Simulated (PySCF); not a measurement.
# Radial density of Sn²⁺ (tin, charge +2)

UHF, [Kr] 4d10 5s1 6s1, 6s spin antiparallel (an excited configuration). All numbers are calculated (PySCF 2.14, a scalar-relativistic core potential, in aug-cc-pVQZ-PP with one added diffuse shell each of s, p, d, f, g type with ECP28MDF (8s8p6d4f3g, 117 functions)). This is the valence pseudo-density: the core potential removes the inner electrons and smooths the orbitals near the nucleus.

| r (bohr) | 4πr²ρ (e/bohr) |
| --- | --- |
| 0.00420 | 1.433e-05 |
| 0.00707 | 3.639e-05 |
| 0.0119 | 8.330e-05 |
| 0.0200 | 0.0001722 |
| 0.0337 | 0.0003059 |
| 0.0566 | 0.0005725 |
| 0.0952 | 0.002312 |
| 0.160 | 0.02419 |
| 0.269 | 0.4017 |
| 0.453 | 6.367 |
| 0.762 | 22.81 |
| 1.28 | 10.29 |
| 2.16 | 1.905 |
| 3.63 | 0.2176 |
| 6.10 | 0.001534 |

Energies and moments cover only the electrons outside the core potential. The outer electron is Rydberg-like, and this basis confines it to a smaller radius and binds it less than a complete one would. With the s spin flipped the determinant is a mixture of two multiplicities, not a spectroscopic state.
